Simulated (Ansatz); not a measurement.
Basis-set series for FH2IO2Ti, SMILES `[OH][Ti]([OH])([F])[I]`. Charge 0, multiplicity 1. I takes the def2 core potential. The geometry is a stationary point of PBE0-D4/def2-TZVP. It is one conformer, not always the lowest.

```json
{"atom": "O1", "x (Å)": "-0.639", "y (Å)": "1.294", "z (Å)": "0.375"}
{"atom": "Ti2", "x (Å)": "-0.152", "y (Å)": "-0.314", "z (Å)": "-0.158"}
{"atom": "O3", "x (Å)": "1.276", "y (Å)": "-0.838", "z (Å)": "0.748"}
{"atom": "F4", "x (Å)": "-1.454", "y (Å)": "-1.466", "z (Å)": "0.058"}
{"atom": "I5", "x (Å)": "0.423", "y (Å)": "-0.180", "z (Å)": "-2.677"}
{"atom": "H6", "x (Å)": "-1.400", "y (Å)": "1.875", "z (Å)": "0.405"}
{"atom": "H7", "x (Å)": "1.946", "y (Å)": "-0.370", "z (Å)": "1.250"}
```

| functional | basis | functions | energy (Eh) | HOMO (eV) | LUMO (eV) |
| --- | --- | --- | --- | --- | --- |
| PBE0-D4 | def2-TZVPP | 235 | -1398.60094 | -7.64 | -2.49 |
| PBE0-D4 | def2-QZVPP | 406 | -1398.63177 | -7.65 | -2.50 |
| ωB97M-V | def2-TZVPP | 235 | -1398.89070 | -9.70 | -0.31 |
| ωB97M-V | def2-QZVPP | 406 | -1398.91957 | -9.72 | -0.33 |

(1) Give the rows for def2-SVP. (An estimate is asked.)

Answers

(1) Ansatz gave: 
```csv
functional,basis,functions,energy (Eh),HOMO (eV),LUMO (eV)
PBE0-D4,def2-SVP,109,-1398.16216,-7.51,-2.46
ωB97M-V,def2-SVP,109,-1398.44497,-9.53,-0.24
```

Scalar relativity is left out up to krypton.
